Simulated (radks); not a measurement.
Task: Species: neutral arsenic. Configuration: [Ar] 3d10 4s1.75 4p3 4f0.25 (fractional occupations, a model configuration). All-electron calculation, Dirac Kohn-Sham, LDA (Slater exchange, Perdew-Wang correlation), spin-unpolarised, spherical densities, finite nucleus; open shells are shared between the two j in proportion to 2j + 1; Fermi nuclear charge, rms radius 4.0968 fm. Program: a radial shooting solver on a logarithmic mesh with Libxc functionals. Some entries of the table are withheld. Estimate them.

orbital      occ.  eigenvalue (hartree)  <r> (bohr)
1s1/2           2             -429.8730     0.04556
2s1/2           2             -54.61627      0.2028
2p1/2           2             -48.85742         (1)
2p3/2           4             -47.51651         (2)
3s1/2           2              -7.05343      0.5994
3p1/2           2              -5.11816      0.6107
3p3/2           4              -4.93309      0.6214
3d3/2           4              -1.60992      0.6755
3d5/2           6              -1.58306      0.6803
4s1/2        1.75              -0.61834       1.911
4p1/2           1              -0.27361         (3)
4p3/2           2              -0.26248         (4)
4f5/2    0.107143              -0.00672       39.59
4f7/2    0.142857              -0.00672       39.59

Result: 
(1) 2p1/2 <r> (bohr): 0.1748
(2) 2p3/2 <r> (bohr): 0.1785
(3) 4p1/2 <r> (bohr): 2.425
(4) 4p3/2 <r> (bohr): 2.474
